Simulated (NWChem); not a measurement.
GeH$_{3}$Cl; SMILES [GeH3][Cl]

```xyz
5

Ge     0.0000     0.0000    -0.6965
Cl     0.0000     0.0000     1.4909
H      1.4175    -0.4022    -1.1459
H     -0.3604     1.4287    -1.1459
H     -1.0570    -1.0265    -1.1459
```
Atoms are numbered in this order, from 1.

Computed with NWChem. Structure relaxed at the B3LYP/6-31G* (spherical d) level. GIAO values for the isolated, static molecule; σ is the absolute isotropic shielding, δ = σ(reference) − σ with the isolated reference molecule computed at the same levels (1H: tetramethylsilane).

**Question.** Predict the results for PBE/pcSseg-1. Quantities: σ Ge1 (ppm); σ Cl2 (ppm); δ H3 (ppm).

**Answer.** 
- σ Ge1 (ppm) = 1353.4
- σ Cl2 (ppm) = 1016.3
- δ H3 (ppm) = 5.57
